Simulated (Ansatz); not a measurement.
Tuning the range parameter of LC-ωPBE so that −HOMO meets the ionisation energy; basis def2-TZVP, Ansatz. System: (SiH3)3N (Si3NH9). Charge 0, multiplicity 1. Geometry: PBE0-D4/def2-SVP. The ionised state is a doublet.

Geometry of the singlet:

```csv
atom,x (Å),y (Å),z (Å)
N1,0.001,-0.004,0.004
Si2,-1.378,0.654,0.865
Si3,-0.240,-1.223,-1.235
Si4,1.618,0.567,0.371
H5,-1.517,2.126,0.642
H6,-2.597,-0.035,0.341
H7,-1.272,0.417,2.337
H8,-0.904,-2.443,-0.683
H9,-1.077,-0.708,-2.361
H10,1.110,-1.592,-1.759
H11,1.492,1.581,1.462
H12,2.502,-0.546,0.834
H13,2.261,1.206,-0.818
```

```
ω (1/bohr)  HOMO (eV)  LUMO (eV)  vertical IE (eV)  HOMO + IE (eV)
       0.1      -7.82       0.09              9.15            1.34
      0.15      -8.42       0.60              9.25            0.83
       0.2      -8.94       0.98              9.37            0.43
       0.3      -9.74       1.48              9.60           -0.14
```

Question: Where does the tuning condition hold?

Answer: Near ω = 0.28 bohr⁻¹, by linear interpolation.
